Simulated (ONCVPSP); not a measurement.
## scandium (Sc), ONCV: configuration errors across variants

```
Element                 : Sc (Z = 21)
Generator               : ONCVPSP 4.0.1
Type                    : optimised norm-conserving Vanderbilt (ONCV)
Functional              : PBE
Relativity              : scalar-relativistic
Frozen core             : [Ar]
Valence charge          : 3
Reference configuration : 3d1.5 4s1.5
Partial waves           : 4s: rc 3.00 bohr, ncon 4, nbas 8, qcut 1.9 1/bohr, 2 projectors, debl 2.6 Ha; p scattering state at 0.08 Ha: rc 2.35 bohr, ncon 4, nbas 7, qcut 3.5 1/bohr, 3 projectors, debl 2.4 Ha; 3d: rc 2.25 bohr, ncon 4, nbas 9, qcut 7.1 1/bohr, 2 projectors, debl 3.1 Ha
Local potential         : polynomial inside 1.65 bohr (lpopt 1, dvloc0 6 Ha)
Core correction         : polynomial model core, fcfact 0.5
```

All-electron excitation energies from the reference (eV): (1) 3d1 4s2 -0.680; (2) 3d1 4s1 6.217; (3) 3d1 4s0 18.985; (4) 3d1 4s1 4p1 2.100.

4 further variants failed, have other tests or too few solved ones, and are left out.

A true bound ghost makes a file unfit for plane-wave use even where its test errors are small: the radial tests pick states by their node count and pass the ghost by.

Errors AE − PS in meV (a dash: test not solved or not reliable):

```csv
change,(1),(2),(3),(4),bound ghosts,GHOST(+) flags above zero
base,-18,-17,-45,-25,p,s
s: qcut 1.3; p: qcut 2.4; d: qcut 4.8,+6.9,-6.4,-58,-16,p,none
s: qcut 1.5; p: qcut 2.7; d: qcut 5.6,-2.9,-12,-55,-22,p,s
s: qcut 1.7; p: qcut 3.1; d: qcut 6.2,-9.7,-14,-50,-23,p,s
```

(1) Give the same row for: d: qcut 7.2.

Answers

(1) -18, -18, -45, -25; bound ghosts: p; GHOST(+) flags above zero: s.
